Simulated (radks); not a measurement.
Task: Sn29+, configuration [Ar] 3d3. All-electron calculation, scalar-relativistic Kohn-Sham, PBE, spin-unpolarised, spherical densities, point nucleus. Program: a radial shooting solver on a logarithmic mesh with Libxc functionals. Some entries of the table are withheld. Estimate them.

orbital  occ.  eigenvalue (eV)  r(max) (bohr)
1s          2              (1)            (2)
2s          2        -5685.081         0.1058
2p          6        -5244.803            (3)
3s          2        -1966.422         0.2947
3p          6        -1824.132         0.2855
3d          3        -1630.013         0.2312

Result: 
(1) 1s eigenvalue (eV): -30344.23
(2) 1s r(max) (bohr): 0.01877
(3) 2p r(max) (bohr): 0.08471
